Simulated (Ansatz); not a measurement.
A structure relaxed at r2SCAN-D4/def2-TZVPD in Ansatz, charge -1, singlet:

```xyz
6

Li   -1.058   -2.834    0.962
Li   -1.184   -0.078   -1.028
Li    1.378    1.557   -2.167
Li   -0.872    0.116    1.832
Li    1.429   -0.612    0.250
Sn    0.307    1.851    0.151
```

Q: Give its formula and point group.

A: Li5Sn⁻. Point group Cs (tolerance 0.1 Å).

Q: Summarise the bond lengths by kind (pairs closer than 1.2 times the sum of covalent radii, bridged metal pairs left out).

A: 4 × Li–Sn 2.57 to 2.71 Å; 3 × Li–Li 2.88 to 2.96 Å.

In the def2 sets Sn takes a core potential; there is no spin–orbit coupling. The restricted singlet is unstable towards broken spin symmetry in Hartree–Fock (as tested in another run); at r2SCAN-D4/def2-TZVPD this wasn't settled. The highest occupied level of the charge -1 singlet lies above zero (up to 0.23 eV). The electron is either unbound and held by the finite basis, or the level is raised by self-interaction error. Another isomer (singlet) lies 0.40 eV lower at PBE0-D4/def2-TZVPD; other spin states weren't run for this one.
